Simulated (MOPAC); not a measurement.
Input for MOPAC: PM3 on CH5NSi (SMILES C[Si]N), a point of a bond scan (R = 1.640 Å).

```
PM3 1SCF PRECISE CHARGE=0 THREADS=1
CH5NSi

Si    -0.27695795 1    -0.02987367 1     0.65336335 1
C      0.58141634 1     1.33956110 1    -0.37080899 1
H     -0.09097363 1     2.80345328 1    -0.06548057 1
H      0.57862855 1     1.17210013 1    -1.45148118 1
H      1.62575435 1     1.40795972 1    -0.04206701 1
N     -0.21931976 1    -1.29505645 1    -0.50310454 1
H      0.15769451 1    -1.23076375 1    -1.43932500 1
H     -0.57108211 1    -2.21852540 1    -0.30037125 1
```

It printed:

```
*******************************************************************************
 **                                                                           **
 **                              MOPAC v23.2.5                                **
 **                                                                           **
 *******************************************************************************
 ** MOPAC's Digital Object Identifier: https://doi.org/10.5281/zenodo.6511958 **
 **                                                                           **
 ** Please cite the open-source release paper for use of this MOPAC version:  **
 ** J. E. Moussa and J. J. P. Stewart (2026)                                  **
 ** MOPAC: An open-source semiempirical molecular orbital program             **
 ** J. Open Source Softw., 11(119), 8025, https://doi.org/10.21105/joss.08025 **
 *******************************************************************************

                              PM3 CALCULATION RESULTS

 *******************************************************************************
 *  PM3        - The PM3 Hamiltonian to be used
 *
 *
 *
 *                 CHARGE ON SYSTEM = 0
 *
 *
 *
 *  PRECISE    - TIGHTER CRITERIA TO BE USED
 *  1SCF       - DO 1 SCF AND THEN STOP
 *  THREADS=1  - MULTI-THREADING NOT USED
 *  T=         - A TIME OF 172800.0 SECONDS REQUESTED
 *  DUMP=N     - RESTART FILE WRITTEN EVERY 7200.0 SECONDS REQUESTED
 *******************************************************************************
PM3 1SCF PRECISE CHARGE=0 THREADS=1
 CH5NSi

   ATOM   CHEMICAL          X               Y               Z
  NUMBER   SYMBOL      (ANGSTROMS)     (ANGSTROMS)     (ANGSTROMS)

     1      Si         -0.27695795  *  -0.02987367  *   0.65336335  *
     2       C          0.58141634  *   1.33956110  *  -0.37080899  *
     3       H         -0.09097363  *   2.80345328  *  -0.06548057  *
     4       H          0.57862855  *   1.17210013  *  -1.45148118  *
     5       H          1.62575435  *   1.40795972  *  -0.04206701  *
     6       N         -0.21931976  *  -1.29505645  *  -0.50310454  *
     7       H          0.15769451  *  -1.23076375  *  -1.43932500  *
     8       H         -0.57108211  *  -2.21852540  *  -0.30037125  *



          CARTESIAN COORDINATES

    NO.       ATOM           X           Y           Z

     1        Si         -0.2770     -0.0299      0.6534
     2         C          0.5814      1.3396     -0.3708
     3         H         -0.0910      2.8035     -0.0655
     4         H          0.5786      1.1721     -1.4515
     5         H          1.6258      1.4080     -0.0421
     6         N         -0.2193     -1.2951     -0.5031
     7         H          0.1577     -1.2308     -1.4393
     8         H         -0.5711     -2.2185     -0.3004

  H: (PM3): J. J. P. STEWART, J. COMP. CHEM. 10, 209 (1989).
  C: (PM3): J. J. P. STEWART, J. COMP. CHEM. 10, 209 (1989).
  N: (PM3): J. J. P. STEWART, J. COMP. CHEM. 10, 209 (1989).
 Si: (PM3): J. J. P. STEWART, J. COMP. CHEM. 10, 209 (1989).

           Empirical Formula: C H5 N Si  =     8 atoms



      MOLECULAR POINT GROUP   :   C1


      RHF CALCULATION, NO. OF DOUBLY OCCUPIED LEVELS = 9


 -------------------------------------------------------------------------------
 PM3 1SCF PRECISE CHARGE=0 THREADS=1
 CH5NSi



     1SCF WAS SPECIFIED, SO BFGS WAS NOT USED
     SCF FIELD WAS ACHIEVED


                              PM3 CALCULATION
                                                       MOPAC v23.2.5 Linux




          FINAL HEAT OF FORMATION =         52.77494 KCAL/MOL =     220.81036 KJ/MOL


          COSMO AREA              =        108.30 SQUARE ANGSTROMS
          COSMO VOLUME            =         95.91 CUBIC ANGSTROMS

          IONIZATION POTENTIAL    =          7.914627 EV
          HOMO LUMO ENERGIES (EV) =         -7.915 -1.001
          NO. OF FILLED LEVELS    =          9
          MOLECULAR WEIGHT        =         59.1427         POINT GROUP:  C1

          MOLECULAR DIMENSIONS (Angstroms)

            Atom       Atom       Distance
            H     8    H     3     5.05034
           Si     1    H     4     2.28427
            H     5    H     8     1.76911


          SCF CALCULATIONS        =          1





   ATOM   CHEMICAL          X               Y               Z
  NUMBER   SYMBOL      (ANGSTROMS)     (ANGSTROMS)     (ANGSTROMS)

     1      Si         -0.27695795  *  -0.02987367  *   0.65336335  *
     2       C          0.58141634  *   1.33956110  *  -0.37080899  *
     3       H         -0.09097363  *   2.80345328  *  -0.06548057  *
     4       H          0.57862855  *   1.17210013  *  -1.45148118  *
     5       H          1.62575435  *   1.40795972  *  -0.04206701  *
     6       N         -0.21931976  *  -1.29505645  *  -0.50310454  *
     7       H          0.15769451  *  -1.23076375  *  -1.43932500  *
     8       H         -0.57108211  *  -2.21852540  *  -0.30037125  *

                             CARTESIAN COORDINATES

   1   Si       -0.276957950    -0.029873670     0.653363350
   2    C        0.581416340     1.339561100    -0.370808990
   3    H       -0.090973630     2.803453280    -0.065480570
   4    H        0.578628550     1.172100130    -1.451481180
   5    H        1.625754350     1.407959720    -0.042067010
   6    N       -0.219319760    -1.295056450    -0.503104540
   7    H        0.157694510    -1.230763750    -1.439325000
   8    H       -0.571082110    -2.218525400    -0.300371250


           Empirical Formula: C H5 N Si  =     8 atoms



      MOLECULAR POINT GROUP   :   C1


                  EIGENVALUES
 -29.02623 -26.47889 -16.02317 -14.96750 -13.64721 -12.21597 -10.69648 -10.05083
  -7.91463  -1.00147   0.58271   1.44970   1.86398   3.87434   4.52275   4.63007
   4.95595


              NET ATOMIC CHARGES AND DIPOLE CONTRIBUTIONS

  ATOM NO.   TYPE          CHARGE      No. of ELECS.   s-Pop       p-Pop
    1         Si           0.228206        3.7718     1.73302     2.03877
    2          C          -0.358325        4.3583     1.23675     3.12158
    3          H           0.045558        0.9544     0.95444
    4          H           0.046528        0.9535     0.95347
    5          H           0.060753        0.9392     0.93925
    6          N          -0.106266        5.1063     1.36101     3.74525
    7          H           0.032889        0.9671     0.96711
    8          H           0.050658        0.9493     0.94934
 DIPOLE           X         Y         Z       TOTAL
 POINT-CHG.    -0.723    -1.125     0.960     1.646
 HYBRID         1.525    -0.145    -3.793     4.090
 SUM            0.802    -1.270    -2.833     3.207


          ATOMIC ORBITAL ELECTRON POPULATIONS

     Atom    s        px        py        pz
    1 Si   1.73302   0.52342   0.63130   0.88404
    2  C   1.23675   1.04171   1.05102   1.02885
    3  H   0.95444
    4  H   0.95347
    5  H   0.93925
    6  N   1.36101   1.50351   1.12399   1.11775
    7  H   0.96711
    8  H   0.94934

 **********************
 *                    *
 * JOB ENDED NORMALLY *
 *                    *
 **********************




 == MOPAC DONE ==
```

The run finished.

Cost: very roughly 0.020 core-seconds.
